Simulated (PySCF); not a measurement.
A PySCF script (with the pyscf-properties extension) for the NMR shieldings of `InChI=1S/C5H7BClN/c1-2-3-4-5-8-6-7/h4,6H2,1H3`, on a GFN2-xTB geometry:

```python
import basis_set_exchange as bse
import numpy as np
from pyscf import gto, dft
from pyscf.prop import nmr

atoms = """
C     2.607391    1.727458    0.224119
C     1.823861    0.609371   -0.239301
C     1.199549   -0.328737   -0.646757
C     0.355066   -1.436811   -1.083005
C    -0.931140   -1.221410   -0.486930
N    -1.920132   -0.964943    0.038096
B    -3.054637   -0.401893    0.811383
Cl   -2.273795    1.115280    1.545744
H     1.986798    2.355643    0.862064
H     2.957695    2.315280   -0.623385
H     3.464812    1.375103    0.796178
H     0.768369   -2.393071   -0.744600
H     0.267856   -1.450706   -2.174750
H    -3.346610   -1.180550    1.654429
H    -3.909495   -0.112024    0.044802
"""
names = dict.fromkeys(["C", "N", "B", "Cl", "H"], "pcSseg-1")
basis = {el: gto.basis.parse(bse.get_basis(n, elements=[el], fmt="nwchem")) for el, n in names.items()}
mol = gto.M(atom=atoms, basis=basis, charge=0, verbose=0)
mf = dft.RKS(mol, xc="PBE0")
mf.grids.level = 2
mf.grids.alignment = dft.numint.BLKSIZE   # the property module wants whole blocks of grid points
mf.conv_tol = 1e-9
mf.kernel()

calc = nmr.RKS(mf)   # GIAO
C = mf.mo_coeff
Co = C[:, mf.mo_occ > 0]
resp = mf.gen_response(singlet=True, hermi=2)
def vind(x):   # induced exchange potential for any number of trial vectors
    d = np.einsum("pi,xij,qj->xpq", C, 2 * x.reshape(-1, C.shape[1], Co.shape[1]), Co, optimize=True)
    return np.einsum("xpq,pi,qj->xij", resp(d - d.transpose(0, 2, 1)), C, Co, optimize=True).ravel()
mo1, _ = nmr.rhf.solve_mo1(calc, with_cphf=vind)
sigma = calc.kernel(mo1)
for i, s in enumerate(sigma):   # ppm
    print("%2d %-2s %9.2f" % (i, mol.atom_pure_symbol(i), np.trace(s) / 3))
```

Question: What does it print?

Answer: 
```
 0 C     182.41
 1 C      91.20
 2 C     121.23
 3 C     175.75
 4 C      65.24
 5 N      37.13
 6 B     123.63
 7 Cl    979.70
 8 H      29.35
 9 H      29.63
10 H      29.64
11 H      28.02
12 H      28.04
13 H      28.64
14 H      28.63
```

These numbers come from an equivalent density-fitted implementation of the same equations, which agrees with the script to about 0.01 ppm for H and up to a few tenths of a ppm for heavy atoms, so last digits may differ.

Size and cost of the density-fitted run: 178 basis functions, 48 s wall time on 1 thread of an Arm Neoverse N1, shared host; peak memory 0.8 GiB.
